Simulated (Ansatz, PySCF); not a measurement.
Pair of molecules: NH3 (SMILES N) (first 4 atoms) with HI (SMILES I); geometry from B3LYP-D3(BJ)/def2-TZVP, rigid monomers moved along the line of their centres of mass till N1···H6 is 2.95 Å.
(charge 0, multiplicity 1):
```xyz
6

N     -0.080    -0.084     0.517
H      0.150    -0.968     0.079
H     -1.003     0.205     0.211
H      0.596     0.614     0.228
I     -0.013    -0.541     5.164
H     -0.038    -0.373     3.450
```

Interaction energies are E(AB) − E(A) − E(B) at the monomers' geometry in the complex; basis-set methods are counterpoise corrected.

The values were computed with Ansatz (a program for electronic structure); PySCF for the dispersion terms. Each number belongs to the level named beside it. In def2 rows elements past Kr take small-core potentials, without spin–orbit coupling.

One of these levels gives -121.2 meV for the interaction energy. Name it.
(A) HF/def2-SVPD
(B) B3LYP-D4/def2-TZVPPD
(C) PBE-D3(BJ)/def2-TZVPPD

B, B3LYP-D4/def2-TZVPPD. The others give -99.0 (HF/def2-SVPD), -141.5 (PBE-D3(BJ)/def2-TZVPPD)
